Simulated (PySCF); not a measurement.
Ionisation energy of Sn+ by level of theory

Sn+ [Kr] 4d10 5s2 5p1 (2P) → Sn(2+) [Kr] 4d10 5s2 (1S), as a difference of total energies. Calculation: PySCF 2.14, in aug-cc-pwCVTZ-DK3 (10s9p7d4f1g, 109 functions); the spin-free X2C one-electron Hamiltonian (Gaussian nucleus). Correlated levels: valence and next inner shell: [Ar] 3d10 frozen. The calculations carry no spin-orbit coupling.

```csv
method,ionisation energy (eV)
UHF,13.752
MP2 (valence and next inner shell),14.142
SCS-MP2 (valence and next inner shell),14.069
CCSD (valence and next inner shell),14.179
CCSD(T) (valence and next inner shell),14.199
```

Question: How much does correlation contribute at CCSD(T) (valence and next inner shell)?

Answer: 14.199 − (13.752) = 0.447 eV, measured against UHF.

Errors of the correlated levels include the incompleteness of this basis and the frozen core.

For comparison: 14.282 eV (measured; NIST levels, between the centres of gravity of the two terms).
